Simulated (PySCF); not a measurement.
**Eu: excitation energy**

Eu [Xe] 4f7 6s2 (8S) → Eu [Xe] 4f7 5d2 (10F), as a difference of total energies. Computed with PySCF 2.14 in ANO-RCC-VTZP (8s7p5d3f2g1h, 104 functions), with scalar relativity by spin-free X2C-1e. Correlated levels: valence: [Kr] 4d10 frozen; valence and next inner shell: [Ar] 3d10 frozen. The calculations carry no spin-orbit coupling.

| method | excitation energy (eV) |
| --- | --- |
| UHF | 3.501 |
| LDA | 3.548 |
| PBE | 3.295 |
| PBE0 | 3.297 |
| r2SCAN | 2.866 |
| MP2 (valence) | 3.782 |
| SCS-MP2 (valence) | 4.115 |
| MP2 (valence and next inner shell) | 3.863 |
| SCS-MP2 (valence and next inner shell) | 4.169 |

**Question.** How much does correlation contribute at MP2 (valence and next inner shell)?

**Answer.** 3.863 − (3.501) = 0.362 eV, measured against UHF.

A first-order spin-orbit estimate (lowest level to lowest level, LS coupling) adds -0.107 eV.
